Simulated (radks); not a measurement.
Q: These are the eigenvalues of the occupied orbitals of an atom or ion with whole-number occupations (eV). Calculated with a radial shooting solver on a logarithmic mesh with Libxc functionals: Dirac Kohn-Sham, PBE, spin-unpolarised, spherical densities, finite nucleus; Fermi nuclear charge, rms radius of each element as measured or else 0.836 A^(1/3) + 0.57 fm.

orbital  eigenvalue
1s1/2     -91223.05
2s1/2     -17000.98
2p1/2     -16373.48
2p3/2     -14052.69
3s1/2     -4669.227
3p1/2     -4384.267
3p3/2     -3862.913
3d3/2     -3394.001
3d5/2     -3283.284
4s1/2     -1616.459
4p1/2     -1491.494
4p3/2     -1356.661
4d3/2     -1152.431
4d5/2     -1126.338
4f5/2     -862.1162
4f7/2     -855.5399

Which element is it, and in what charge state? The configuration may be excited. Open shells, if any, fill j = l - 1/2 first.

A: Z = 83, bismuth, charge +26: Bi26+ in [Kr] 4d10 4f11. The list shows which subshells hold electrons but not how many an open one holds; the 1s level, -3352.4 hartree, gives Z - s = 81.9 by -(Z - s)^2/2, which with screening and relativity narrows Z to a few neighbours, and the depths of the outer levels then fix element, charge and occupations together.
